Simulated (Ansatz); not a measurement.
A CCSD(T) single point on `[Cl][Ge]([I])([I])[I]`.

```yaml
crystal:
  periodic: [false, false, false]
  atoms:
    - {symbol: Cl, position_ang: [-0.836131, -0.113178, 2.001366]}
    - {symbol: Ge, position_ang: [-0.006816, -0.016590, 0.031712]}
    - {symbol: I, position_ang: [1.974864, -1.529238, -0.061294]}
    - {symbol: I, position_ang: [-1.750511, -0.756554, -1.591828]}
    - {symbol: I, position_ang: [0.668493, 2.341960, -0.421256]}
basis:
  gaussian: {orbitals: def2-SVP}
correlation: {method: ccsd_t}
```

```sh
$ ansatz run in.yaml --threads 4 --pin off --events-out ev --progress --plain --max-ram 11315MiB
```

Output of Ansatz, abridged:

```
Functional definition: HF
1476 factors; integrals over basis functions are off by at most 3.7e-4 eV
mean field evaluation 1: about -93185.2039 eV, gradient 2.5e1 eV
mean field evaluation 2: about -93185.3534 eV, gradient 2.6e1 eV
mean field evaluation 4: about -93187.5330 eV, gradient 1.9e0 eV
mean field evaluation 8: about -93187.5663 eV, gradient 2.1e-4 eV
mean field -93187.56628942 eV, -3424.5798963350 hartree, gradient 1.4e-6 eV, S^2 0.000000; 0 other end points of the search recorded, 0 dependent functions left out
26 core orbitals not correlated: weight in the atoms' cores, before any rotation towards them, 1.000 or more for the frozen orbitals, at most 0.000 for the correlated occupied ones
reference -93187.56628942 eV, -3424.5798963350 hartree; 36, 36 occupied and 66, 66 virtual orbitals, 1476 factors
second order -19.22665097 eV of doubles, -0.00000000 eV of singles
cycle   1  -19.25078860 eV  change   -2.4e-2 eV  update   1.0e-1
cycle   2  -19.69597589 eV  change   -4.5e-1 eV  update   2.8e-2
cycle   3  -19.75411277 eV  change   -5.8e-2 eV  update   1.3e-2
cycle   4  -19.74607662 eV  change    8.0e-3 eV  update   2.4e-3
cycle   5  -19.74632310 eV  change   -2.5e-4 eV  update   1.0e-3
cycle   6  -19.74564720 eV  change    6.8e-4 eV  update   2.9e-4
cycle   7  -19.74561093 eV  change    3.6e-5 eV  update   1.0e-4
cycle   8  -19.74565348 eV  change   -4.3e-5 eV  update   3.1e-5
perturbative correction -0.56250079 eV, -0.0206715229 hartree
Total energy: -93207.87444369 eV, -3425.3262072391 hartree
```

It took 12 s on 4 threads of an Intel Xeon Platinum 8488C on a shared host, with 0.92 GiB of host memory at the peak.

MP2 recovers 94.7 % of the CCSD(T) correlation energy and the triples give 2.8 %; T1 = 0.0077.
